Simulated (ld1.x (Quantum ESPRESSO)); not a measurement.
# An all-electron radial function and its pseudo partner (W (Z = 74))

Columns: radius, all-electron u(r) and pseudo u(r) of the 6s shell (level -5.18 eV) of tungsten in the configuration [Kr] 4d10 4f14 5s2 5p6 5d5 6s1 6p0; PBEsol, scalar-relativistic, TM scheme, ld1.x (Quantum ESPRESSO) 7.5.

```csv
r (bohr),all-electron,pseudo
0.130,0.1127,-0.0234
0.260,-0.0798,-0.0464
0.390,-0.1672,-0.0686
0.520,0.0037,-0.0897
0.650,0.1876,-0.1096
0.780,0.2801,-0.1288
0.910,0.2781,-0.1480
1.040,0.2098,-0.1686
1.170,0.1049,-0.1928
1.300,-0.0140,-0.2226
1.430,-0.1321,-0.2603
1.560,-0.2408,-0.3072
1.690,-0.3358,-0.3626
1.820,-0.4157,-0.4229
1.950,-0.4805,-0.4813
2.080,-0.5312,-0.5312
2.210,-0.5691,-0.5691
2.340,-0.5959,-0.5959
2.470,-0.6131,-0.6131
2.600,-0.6220,-0.6220
2.730,-0.6240,-0.6240
2.860,-0.6202,-0.6202
2.990,-0.6118,-0.6118
3.120,-0.5994,-0.5994
3.250,-0.5840,-0.5840
3.380,-0.5662,-0.5662
```

(1) How many radial nodes do the two functions have?

(2) At about which radius was the pseudo-wave matched?

(3) Where does each function peak?

(4) Is the pseudo-wave norm-conserving?

Results:

(1) The all-electron 6s function has n − l − 1 = 5 (the table is too coarse to show those close to the nucleus); the pseudo-wave has 0, since the states of the same l below it are removed with the core.

(2) 2.15 bohr, where the columns begin to agree (steps of 0.13 bohr).

(3) Outermost all-electron maximum near 2.73 bohr, pseudo maximum near 2.73 bohr (to the table’s step).

(4) Yes: the TM scheme keeps the norm inside the radius equal to the all-electron one, which fixes the energy derivative of the logarithmic derivative at the level.
